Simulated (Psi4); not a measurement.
propene (C3H6), singlet, geometry from GFN2-xTB; Psi4 with B3LYP/6-31G.

Here is a job for Psi4.
```
memory 2 GB

molecule {
0 1
  C     1.27989193    0.12352179    0.00919112
  C     0.00825223    0.47486055    0.00924347
  H     1.58086326   -0.91147352   -0.00926160
  H     2.07459801    0.84971927    0.02748105
  H    -0.26659719    1.52209281    0.02807201
  C    -1.13573952   -0.48243353   -0.01537878
  H    -0.78376375   -1.51090673   -0.03343425
  H    -1.76443256   -0.33959044    0.86334919
  H    -1.75509560   -0.30553422   -0.89454124
}

set basis 6-31g
set ints_tolerance 1e-8

energy('b3lyp')
print_variables()
```

Write the output that Psi4 gives for this input, abridged.


```
   => Loading Basis Set <=

    Name: 6-31G
    Role: ORBITAL
    Keyword: BASIS

         ---------------------------------------------------------
                                   SCF
               by Justin Turney, Rob Parrish, Andy Simmonett
                          and Daniel G. A. Smith
                              RKS Reference
         ---------------------------------------------------------

  ==> Geometry <==

    Molecular point group: c1
    Full point group: C1

    Geometry (in Angstrom), charge = 0, multiplicity = 1:

       Center              X                  Y                   Z               Mass
    ------------   -----------------  -----------------  -----------------  -----------------
         C            1.258314326426     0.107105639292     0.008758474845    12.000000000000
         C           -0.013325373574     0.458444399292     0.008810824845    12.000000000000
         H            1.559285656426    -0.927889670708    -0.009694245155     1.007825032230
         H            2.053020406426     0.833303119292     0.027048404845     1.007825032230
         H           -0.288174793574     1.505676659292     0.027639364845     1.007825032230
         C           -1.157317123574    -0.498849680708    -0.015811425155    12.000000000000
         H           -0.805341353574    -1.527322880708    -0.033866895155     1.007825032230
         H           -1.786010163574    -0.356006590708     0.862916544845     1.007825032230
         H           -1.776673203574    -0.321950370708    -0.894973885155     1.007825032230

  Running in c1 symmetry.

  Rotational constants: A =      1.57118  B =      0.31579  C =      0.27637 [cm^-1]
  Rotational constants: A =  47102.70216  B =   9467.23259  C =   8285.49959 [MHz]
  Nuclear repulsion =   71.248574082993301

  Charge       = 0
  Multiplicity = 1
  Electrons    = 24
  Nalpha       = 12
  Nbeta        = 12

  ==> Algorithm <==

  SCF Algorithm Type is DF.
  DIIS enabled.
  MOM disabled.
  Fractional occupation disabled.
  Guess Type is SAD.
  Energy threshold   = 1.00e-06
  Density threshold  = 1.00e-06
  Integral threshold = 1.00e-08

  ==> Primary Basis <==

  Basis Set: 6-31G
    Blend: 6-31G
    Number of shells: 27
    Number of basis functions: 39
    Number of Cartesian functions: 39
    Spherical Harmonics?: false
    Max angular momentum: 1

  ==> DFT Potential <==

   => LibXC <=

    Version 7.1.2
    S. Lehtola, C. Steigemann, M. J. T. Oliveira, and M. A. L. Marques,  SoftwareX 7, 1–5 (2018) (10.1016/j.softx.2017.11.002)

   => Composite Functional: B3LYP <=

    B3LYP Hyb-GGA Exchange-Correlation Functional

    P. J. Stephens, F. J. Devlin, C. F. Chabalowski, and M. J. Frisch,  J. Phys. Chem. 98, 11623 (1994) (10.1021/j100096a001)

    Deriv               =              1
    GGA                 =           TRUE
    Meta                =          FALSE

    Exchange Hybrid     =           TRUE
    MP2 Hybrid          =          FALSE

   => Exchange Functionals <=

    0.0800   Slater exchange
    0.7200         Becke 88

   => Exact (HF) Exchange <=

    0.2000               HF

   => Correlation Functionals <=

    0.1900   Vosko, Wilk & Nusair (VWN5_RPA)
    0.8100   Lee, Yang & Parr

   => LibXC Density Thresholds  <==

    XC_HYB_GGA_XC_B3LYP:  1.00E-15

   => Molecular Quadrature <=

    Radial Scheme          =       TREUTLER
    Pruning Scheme         =           NONE
    Nuclear Scheme         =       TREUTLER

    Blocking Scheme        =         OCTREE
    BS radius alpha        =              1
    Pruning alpha          =              1
    Radial Points          =             75
    Spherical Points       =            302
    Total Points           =         193177
    Total Blocks           =           1490
    Max Points             =            256
    Max Functions          =             39
    Weights Tolerance      =       1.00E-15

   => Loading Basis Set <=

    Name: (6-31G AUX)
    Role: JKFIT
    Keyword: DF_BASIS_SCF

  ==> Integral Setup <==

  SCF_SUBTYPE=INCORE selected. In-core MEM_DF algorithm will be used.
  Using in-core AOs.

  ==> MemDFJK: Density-Fitted J/K Matrices <==

    J tasked:                   Yes
    K tasked:                   Yes
    wK tasked:                   No
    Algorithm:                 Core
    Schwarz Cutoff:           1E-08
    Mask sparsity (%):       0.7890
    Fitting Condition:        1E-10

   => Auxiliary Basis Set <=

  Basis Set: (6-31G AUX)
    Blend: CC-PVDZ-JKFIT
    Number of shells: 126
    Number of basis functions: 393
    Number of Cartesian functions: 393
    Spherical Harmonics?: false
    Max angular momentum: 3

  Minimum eigenvalue in the overlap matrix is 5.9067372066E-03.
  Reciprocal condition number of the overlap matrix is 1.2050762388E-03.
    Using symmetric orthogonalization.

  ==> Pre-Iterations <==

  SCF Guess: Superposition of Atomic Densities via on-the-fly atomic UHF (no occupation information).

   -------------------------
    Irrep   Nso     Nmo
   -------------------------
     A         39      39
   -------------------------
    Total      39      39
   -------------------------

  ==> Iterations <==

                           Total Energy        Delta E     RMS |[F,P]|

   @DF-RKS iter SAD:  -117.33211055295241   -1.17332e+02   0.00000e+00
   @DF-RKS iter   1:  -117.61879109638410   -2.86681e-01   1.73192e-02 ADIIS/DIIS
   @DF-RKS iter   2:  -117.58648208811535    3.23090e-02   1.81726e-02 ADIIS/DIIS
   @DF-RKS iter   3:  -117.88090181298418   -2.94420e-01   7.65060e-04 ADIIS/DIIS
   @DF-RKS iter   4:  -117.88064908779813    2.52725e-04   9.54549e-04 ADIIS/DIIS
   @DF-RKS iter   5:  -117.88140541912426   -7.56331e-04   5.83766e-05 DIIS
   @DF-RKS iter   6:  -117.88140808420353   -2.66508e-06   2.23316e-05 DIIS
   @DF-RKS iter   7:  -117.88140848758252   -4.03379e-07   4.17797e-06 DIIS
   @DF-RKS iter   8:  -117.88140850232929   -1.47468e-08   4.69062e-07 DIIS
  Energy and wave function converged.

  ==> Post-Iterations <==

   Electrons on quadrature grid:
      Ntotal   =   23.9999774962 ; deviation = -2.250e-05

    Orbital Energies [Eh]
    ---------------------

    Doubly Occupied:

       1A    -10.180351     2A    -10.170450     3A    -10.163894
       4A     -0.788707     5A     -0.685996     6A     -0.553229
       7A     -0.467766     8A     -0.421099     9A     -0.413789
      10A     -0.370624    11A     -0.341685    12A     -0.252530

    Virtual:

      13A      0.032333    14A      0.115277    15A      0.136664
      16A      0.153729    17A      0.176472    18A      0.183740
      19A      0.196789    20A      0.289200    21A      0.383523
      22A      0.514420    23A      0.540984    24A      0.559578
      25A      0.632217    26A      0.646030    27A      0.660247
      28A      0.717205    29A      0.752838    30A      0.812437
      31A      0.884001    32A      0.931760    33A      0.935661
      34A      0.968832    35A      0.985585    36A      1.000458
      37A      1.169408    38A      1.274088    39A      1.383480

    Final Occupation by Irrep:
              A
    DOCC [    12 ]
    NA   [    12 ]
    NB   [    12 ]

  @DF-RKS Final Energy:  -117.88140850232929

   => Energetics <=

    Nuclear Repulsion Energy =             71.2485740829933007
    One-Electron Energy =                -297.8577112169512588
    Two-Electron Energy =                 123.7183512321931431
    DFT Exchange-Correlation Energy =     -14.9906226005644623
    Empirical Dispersion Energy =           0.0000000000000000
    VV10 Nonlocal Energy =                  0.0000000000000000
    Total Energy =                       -117.8814085023292932

Computation Completed

Properties will be evaluated at   0.000000,   0.000000,   0.000000 [a0]

Properties computed using the SCF density matrix

 Multipole Moments:

 ------------------------------------------------------------------------------------
     Multipole            Electronic (a.u.)      Nuclear  (a.u.)        Total (a.u.)
 ------------------------------------------------------------------------------------

 L = 1.  Multiply by 2.5417464519 to convert [e a0] to [Debye]
 Dipole X            :          0.8277685           -0.9786182           -0.1508497
 Dipole Y            :          0.7450110           -0.7445286            0.0004824
 Dipole Z            :          0.0188300           -0.0196219           -0.0007919
 Magnitude           :                                                    0.1508526

 ------------------------------------------------------------------------------------

  Variable Map:
  ----------------------------------------------------------------------------
  "CURRENT ENERGY"              =>    -117.881408502329
  "CURRENT REFERENCE ENERGY"    =>    -117.881408502329
  "DD SOLVATION ENERGY"         =>       0.000000000000
  "DFT FUNCTIONAL TOTAL ENERGY" =>    -117.881408502329
  "DFT TOTAL ENERGY"            =>    -117.881408502329
  "DFT VV10 ENERGY"             =>       0.000000000000
  "DFT XC ENERGY"               =>     -14.990622600564
  "GRID ELECTRONS ALPHA"        =>      11.999988748117
  "GRID ELECTRONS BETA"         =>      11.999988748117
  "GRID ELECTRONS TOTAL"        =>      23.999977496235
  "NUCLEAR REPULSION ENERGY"    =>      71.248574082993
  "ONE-ELECTRON ENERGY"         =>    -297.857711216951
  "PCM POLARIZATION ENERGY"     =>       0.000000000000
  "PE ENERGY"                   =>       0.000000000000
  "SCF ITERATION ENERGY"        =>    -117.881408502329
  "SCF ITERATIONS"              =>       8.000000000000
  "SCF TOTAL ENERGY"            =>    -117.881408502329
  "TWO-ELECTRON ENERGY"         =>     123.718351232193
  "XC GRID RADIAL POINTS"       =>      75.000000000000
  "XC GRID SPHERICAL POINTS"    =>     302.000000000000
  "XC GRID TOTAL POINTS"        =>  193177.000000000000

  Array Variable Map:
  ----------------------------------------------------------------------------
  "CURRENT DIPOLE"              =>      -0.150849709485 ... -0.000791882064 1 by 3
  "SCF DIPOLE"                  =>      -0.150849709485 ... -0.000791882064 1 by 3
  "SCF TOTAL ENERGIES"          =>    -117.332110552952 ... -117.881408502329 1 by 9
```
